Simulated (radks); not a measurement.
The numbers below are computed, except where a source is named.
Q: The mean radii <r> (bohr) of the occupied orbitals of an atom or ion are listed with their occupations. Level of theory: non-relativistic Kohn-Sham, PBEsol, spin-polarised, spherical densities, point nucleus (a radial shooting solver on a logarithmic mesh with Libxc functionals).

orbital  occ.      <r>
1s down     1  0.06710
1s up       1  0.06710
2s up       1   0.3115
2s down     1   0.3111
2p up       3   0.2755
2p down     3   0.2751
3s up       1   0.9445
3s down     1   0.9458
3p up       3   0.9952
3p down     3   0.9977
3d up       2    1.165

Name the element and its charge. Open shells, if any, are filled with parallel spins first.

A: Z = 23, vanadium, charge +3: V3+ in [Ar] 3d2. The 1s radius gives Z: for a bare nucleus <r> = 1.5/Z, 0.06522 bohr for Z = 23, and screening makes it slightly larger (0.06710 here). The occupations add up to 20, and the charge is Z minus that.
